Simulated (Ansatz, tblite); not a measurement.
Cost and result up the ladder for the cluster K3O⁺ (the lowest singlet isomer of a short search) (4 atoms). Charge 1, multiplicity 1. Geometry: r2SCAN-D4/def2-TZVP.

```xyz
4

K     1.5857    1.3077    1.1607
K    -0.3086    0.3039   -2.3206
K    -1.2781   -1.6103    1.1603
O     0.0011   -0.0013   -0.0004
```

Ansatz on 4 threads of Arm Neoverse V1 on a shared host; xTB runs through tblite on one thread. Times are rough, summed over both states, and most runs start from the orbitals of an earlier one. CCSD(T)/def2-TZVPP serves as the yardstick here, not as an exact answer. Differences are given only for rows in sets of like size (and for xTB, whose basis is part of the method), since another set adds its own error. The other state is a quintet at its own geometry, which has other bonds, so the gap mixes isomer and spin.

The xTB rows come from tblite. Correlated methods freeze 16 core orbitals; core or outer-core shells of K are correlated, in sets that lack core-valence functions. At PBE0-D4/def2-TZVP a singlet of charge 1 lies 5.55 eV below the quintet, each at its own geometry. The structure comes from a short search, and lower isomers may exist.

Correlated methods converge slowly with the basis.

xTB has no spin-polarisation term.

```
                           level  functions  wall time
                        GFN1-xTB         16    0.005 s
                        GFN2-xTB         16     0.01 s
                       HF/STO-3G         44      0.4 s
                   MP2/def2-TZVP        130      2.8 s
           LDA (SPW92)/def2-TZVP        130      3.5 s
                PBE-D4/def2-TZVP        130      7.8 s
               BLYP-D4/def2-TZVP        130      9.8 s
               RPA@PBE/def2-TZVP        130       10 s
               PBE0-D4/def2-TZVP        130       11 s
                B2PLYP/def2-TZVP        130       13 s
PBE-QIDH/def2-TZVP (with forces)        130       17 s
             r2SCAN-D4/def2-TZVP        130       20 s
               ωB97M-V/def2-TZVP        130       55 s
              CCSD(T)/def2-TZVPP        130       60 s
```

(1) Estimate what each level gives for the quintet − singlet (eV).

Results:

(1) 
```json
{"level": "GFN1-xTB", "quintet − singlet (eV)": "9.86", "difference from CCSD(T)/def2-TZVPP (eV)": "4.10"}
{"level": "GFN2-xTB", "quintet − singlet (eV)": "6.92", "difference from CCSD(T)/def2-TZVPP (eV)": "1.16"}
{"level": "HF/STO-3G", "quintet − singlet (eV)": "0.96", "difference from CCSD(T)/def2-TZVPP (eV)": "–"}
{"level": "MP2/def2-TZVP", "quintet − singlet (eV)": "6.34", "difference from CCSD(T)/def2-TZVPP (eV)": "0.57"}
{"level": "LDA (SPW92)/def2-TZVP", "quintet − singlet (eV)": "7.69", "difference from CCSD(T)/def2-TZVPP (eV)": "1.92"}
{"level": "PBE-D4/def2-TZVP", "quintet − singlet (eV)": "6.16", "difference from CCSD(T)/def2-TZVPP (eV)": "0.39"}
{"level": "BLYP-D4/def2-TZVP", "quintet − singlet (eV)": "5.88", "difference from CCSD(T)/def2-TZVPP (eV)": "0.11"}
{"level": "RPA@PBE/def2-TZVP", "quintet − singlet (eV)": "5.34", "difference from CCSD(T)/def2-TZVPP (eV)": "-0.43"}
{"level": "PBE0-D4/def2-TZVP", "quintet − singlet (eV)": "5.55", "difference from CCSD(T)/def2-TZVPP (eV)": "-0.22"}
{"level": "B2PLYP/def2-TZVP", "quintet − singlet (eV)": "6.20", "difference from CCSD(T)/def2-TZVPP (eV)": "0.44"}
{"level": "PBE-QIDH/def2-TZVP (with forces)", "quintet − singlet (eV)": "5.84", "difference from CCSD(T)/def2-TZVPP (eV)": "0.07"}
{"level": "r2SCAN-D4/def2-TZVP", "quintet − singlet (eV)": "6.22", "difference from CCSD(T)/def2-TZVPP (eV)": "0.45"}
{"level": "ωB97M-V/def2-TZVP", "quintet − singlet (eV)": "6.66", "difference from CCSD(T)/def2-TZVPP (eV)": "0.89"}
{"level": "CCSD(T)/def2-TZVPP", "quintet − singlet (eV)": "5.77", "difference from CCSD(T)/def2-TZVPP (eV)": "0.00"}
```
